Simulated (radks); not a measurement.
All-electron atom: Er4+ in [Xe] 4f8 6p2 (not the ground configuration). All-electron calculation, Dirac Kohn-Sham, revPBE, spin-unpolarised, spherical densities, finite nucleus; open shells fill j = l - 1/2 first; Fermi nuclear charge, rms radius 5.2516 fm. Program: a radial shooting solver on a logarithmic mesh with Libxc functionals.

Unscreened Slater integrals over Kohn-Sham orbitals (cm^-1). Large and small components are both included. Empty in this configuration: 5d3/2.

| integral | value |
|---|---|
| F0(6p1/2,6p1/2) | 69642 |
| F0(6p1/2,4f7/2) | 91336 |
| G4(6p1/2,4f7/2) | 3509.7 |
| F0(6p1/2,4f5/2) | 91402 |
| G2(6p1/2,4f5/2) | 3723.4 |
| F0(6p1/2,5p3/2) | 85244 |
| G2(6p1/2,5p3/2) | 6853.3 |
| F0(6p1/2,5d3/2) | 82174 |
| G1(6p1/2,5d3/2) | 13874 |
| F0(4f7/2,4f7/2) | 297810 |
| F2(4f7/2,4f7/2) | 145180 |
| F4(4f7/2,4f7/2) | 91837 |
| F6(4f7/2,4f7/2) | 66287 |
| F0(4f7/2,4f5/2) | 299340 |
| F2(4f7/2,4f5/2) | 145910 |
| F4(4f7/2,4f5/2) | 92296 |
| G2(4f7/2,4f5/2) | 145470 |
| G4(4f7/2,4f5/2) | 92034 |
| G6(4f7/2,4f5/2) | 66432 |
| F0(4f7/2,5p3/2) | 180480 |
| F2(4f7/2,5p3/2) | 59916 |
| G2(4f7/2,5p3/2) | 25924 |
| G4(4f7/2,5p3/2) | 21286 |
| F0(4f7/2,5d3/2) | 150200 |
| F2(4f7/2,5d3/2) | 40890 |
| G3(4f7/2,5d3/2) | 14498 |
| G5(4f7/2,5d3/2) | 11448 |
| F0(4f5/2,4f5/2) | 300880 |
| F2(4f5/2,4f5/2) | 146660 |
| F4(4f5/2,4f5/2) | 92775 |
| F0(4f5/2,5p3/2) | 180800 |
| F2(4f5/2,5p3/2) | 59474 |
| G2(4f5/2,5p3/2) | 25375 |
| G4(4f5/2,5p3/2) | 20902 |
| F0(4f5/2,5d3/2) | 150400 |
| F2(4f5/2,5d3/2) | 40520 |
| G1(4f5/2,5d3/2) | 15720 |
| G3(4f5/2,5d3/2) | 14236 |
| F0(5p3/2,5p3/2) | 148840 |
| F2(5p3/2,5p3/2) | 80937 |
| F0(5p3/2,5d3/2) | 131280 |
| F2(5p3/2,5d3/2) | 67867 |
| G1(5p3/2,5d3/2) | 83385 |
| G3(5p3/2,5d3/2) | 52218 |
| F0(5d3/2,5d3/2) | 119320 |
| F2(5d3/2,5d3/2) | 63604 |
